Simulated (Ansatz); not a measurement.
C3H9AlSi, SMILES `C/[C]([AlH2])=C\[SiH3]`. The species carries charge 0 and has multiplicity 1. Geometry: relaxed with PBE0-D4/def2-TZVP.

```xyz
14

C     0.305    0.263    1.513
C    -0.562   -0.011    0.321
Al   -2.503   -0.210    0.424
C    -0.054   -0.143   -0.918
Si    1.756   -0.020   -1.393
H     0.194   -0.523    2.267
H     1.369    0.340    1.266
H     0.010    1.196    2.005
H    -3.288   -0.099    1.803
H    -3.263   -0.490   -0.940
H    -0.748   -0.341   -1.738
H     2.580   -1.037   -0.683
H     2.318    1.320   -1.071
H     1.887   -0.246   -2.857
```

(1) What is the dipole moment at B3LYP/def2-TZVPP? (Best estimate.)

(2) And with PBE, r2SCAN, ωB97M-V? (Estimate.)

(3) Give the Mulliken charges with B3LYP, ωB97M-V, PBE in def2-TZVPP. (An estimate is asked.)

Answers

(1) Computed: 0.66 D, with components (0.04, 0.11, 0.65) D in this frame, pointing from negative to positive charge.

(2) The calculation gave: PBE 0.68 D, r2SCAN 0.70 D, ωB97M-V 0.66 D.

(3) Ansatz gave: 
```json
{"atom": "C1", "B3LYP": "-0.20", "ωB97M-V": "-0.28", "PBE": "-0.20"}
{"atom": "C2", "B3LYP": "-0.15", "ωB97M-V": "-0.18", "PBE": "-0.13"}
{"atom": "Al3", "B3LYP": "0.41", "ωB97M-V": "0.39", "PBE": "0.33"}
{"atom": "C4", "B3LYP": "-0.19", "ωB97M-V": "-0.23", "PBE": "-0.13"}
{"atom": "Si5", "B3LYP": "0.26", "ωB97M-V": "0.17", "PBE": "0.17"}
{"atom": "H6", "B3LYP": "0.09", "ωB97M-V": "0.11", "PBE": "0.09"}
{"atom": "H7", "B3LYP": "0.07", "ωB97M-V": "0.09", "PBE": "0.07"}
{"atom": "H8", "B3LYP": "0.09", "ωB97M-V": "0.11", "PBE": "0.09"}
{"atom": "H9", "B3LYP": "-0.14", "ωB97M-V": "-0.11", "PBE": "-0.12"}
{"atom": "H10", "B3LYP": "-0.14", "ωB97M-V": "-0.11", "PBE": "-0.12"}
{"atom": "H11", "B3LYP": "0.11", "ωB97M-V": "0.11", "PBE": "0.10"}
{"atom": "H12", "B3LYP": "-0.07", "ωB97M-V": "-0.02", "PBE": "-0.05"}
{"atom": "H13", "B3LYP": "-0.07", "ωB97M-V": "-0.02", "PBE": "-0.05"}
{"atom": "H14", "B3LYP": "-0.07", "ωB97M-V": "-0.03", "PBE": "-0.06"}
```

B3LYP here is the variant with VWN-RPA as its local correlation; programs differ in this.
